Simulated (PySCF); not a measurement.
CH₄O₄Si. Atoms are numbered in the order given.

```xyz
10

O      1.2627    -1.3746    -0.3480
C      0.8868    -0.4933     0.3908
O      1.6131    -0.0528     1.4170
Si    -0.8166     0.3275     0.0710
O     -1.5132    -0.7181    -0.9986
O     -0.4406     1.8137    -0.5507
H      2.4450    -0.5592     1.4190
H     -1.6982     0.4482     1.2576
H     -0.8477    -1.2762    -1.4261
H     -1.1636     2.4162    -0.7479
```
Charge 0, spin multiplicity 1.

Geometry: PBE0-D3(BJ)/def2-SVP. The values are those of a single conformer.

Method: PBE/pcSseg-1 run with PySCF.

GIAO shieldings, no solvent; atoms listed in one row are averaged. δ = σ(ref) − σ: ¹⁷O against H2O (σ = 334.3 ppm); ¹³C against TMS (σ = 182.0 ppm); ²⁹Si against TMS (σ = 335.4 ppm); ¹H against TMS (σ = 31.49 ppm), references at their B3LYP-D3(BJ)/def2-TZVP geometries, non-relativistic.

Question: Estimate the chemical shifts. (Estimate from the structure and the level; the computed values follow.)

Answer: 
```tsv
nucleus	atoms	count	δ (ppm)
¹⁷O	O1	1	476.6
¹⁷O	O3	1	243.8
¹⁷O	O5, O6	2	77.4
¹³C	C2	1	181.4
²⁹Si	Si4	1	-44.5
¹H	H7	1	6.53
¹H	H8	1	5.38
¹H	H9	1	3.96
¹H	H10	1	2.60
```
